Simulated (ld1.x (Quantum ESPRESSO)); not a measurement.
# nitrogen RRKJ: all-electron and pseudo phase curves

```
Element                 : nitrogen
Generator               : ld1.x (Quantum ESPRESSO) 7.5
Type                    : norm-conserving RRKJ (Kleinman–Bylander form)
Functional              : Wu–Cohen
Relativity              : scalar-relativistic
Frozen core             : [He]
Valence charge          : 5
Reference configuration : 2s2 2p3
Partial waves           : 2p (bound): rc 2.55 bohr; 2s (bound): rc 0.80 bohr
Local potential         : the s channel
Core correction         : none
rho0                    : 0.001
```

The phase is arctan(r·u′/u) with u = r·R(r), unwrapped; energies in Ry, scanned from -3 to 5 Ry. A pole is an energy at which the radial function vanishes at the test radius. The pseudo phase is shifted by a multiple of π to meet the all-electron one at the reference energy, and phase errors are pseudo minus all-electron; the curves can meet again beyond the range given. Levels narrower than the energy grid can be missing from the lists of poles.

| channel | radius (bohr) | reference energy (Ry) | poles, all-electron | poles, pseudo | unbroken range about the reference energy with phases within 0.05 rad | phase error 1 Ry above the reference energy (rad) |
| --- | --- | --- | --- | --- | --- | --- |
| s | 2.75 | -1.36 | -1.22, 3.62 | -1.22, 3.59 | the whole range | -0.000 |
| p | 2.75 | -0.52 | -0.31, 3.75 | -0.31, 4.76 | below 0.7 | +0.031 |

Phases in the s channel:

```tsv
E (Ry)	all-electron	pseudo
-3.00	1.336	1.336
-2.76	1.321	1.321
-2.52	1.302	1.302
-2.28	1.275	1.275
-2.04	1.232	1.232
-1.80	1.143	1.143
-1.56	0.756	0.756
-1.32	-1.377	-1.377
-1.08	-1.680	-1.680
-0.84	-1.772	-1.772
-0.60	-1.831	-1.831
-0.36	-1.886	-1.886
-0.12	-1.948	-1.948
0.12	-2.028	-2.029
0.36	-2.143	-2.144
0.60	-2.328	-2.331
0.84	-2.653	-2.660
1.08	-3.188	-3.199
1.32	-3.750	-3.760
1.56	-4.108	-4.115
1.80	-4.309	-4.314
2.04	-4.430	-4.434
2.28	-4.510	-4.513
2.52	-4.567	-4.570
2.76	-4.611	-4.613
3.00	-4.645	-4.648
3.24	-4.674	-4.677
3.48	-4.699	-4.702
3.72	-4.722	-4.725
3.96	-4.743	-4.746
4.20	-4.763	-4.766
4.44	-4.784	-4.787
4.68	-4.804	-4.809
4.92	-4.827	-4.833
```
